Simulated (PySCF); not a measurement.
## BBr3: umbrella curve

These are results of B3LYP/[B def2-TZVP, Br def2-TZVP], no relativity, density fitting, PySCF, not measurements.

Rigid scan from the singlet minimum (B–Br 1.909 Å (×3); Br–B–Br 120.0° (×3)). Coordinate: angle between each bond and the threefold axis, bonds fixed. Energies in kJ/mol from the minimum.

```json
{"angle of the bonds to the threefold axis (°)": "55", "E (kJ/mol)": "573.5", "dipole size (D)": "0.83"}
{"angle of the bonds to the threefold axis (°)": "60", "E (kJ/mol)": "367.2", "dipole size (D)": "0.57"}
{"angle of the bonds to the threefold axis (°)": "65", "E (kJ/mol)": "229.8", "dipole size (D)": "0.40"}
{"angle of the bonds to the threefold axis (°)": "70", "E (kJ/mol)": "136.3", "dipole size (D)": "0.28"}
{"angle of the bonds to the threefold axis (°)": "75", "E (kJ/mol)": "72.8", "dipole size (D)": "0.19"}
{"angle of the bonds to the threefold axis (°)": "80", "E (kJ/mol)": "31.2", "dipole size (D)": "0.12"}
{"angle of the bonds to the threefold axis (°)": "85", "E (kJ/mol)": "7.7", "dipole size (D)": "0.06"}
{"angle of the bonds to the threefold axis (°)": "90", "E (kJ/mol)": "0.0", "dipole size (D)": "0.00"}
```

Other isomers or separated fragments may lie lower.
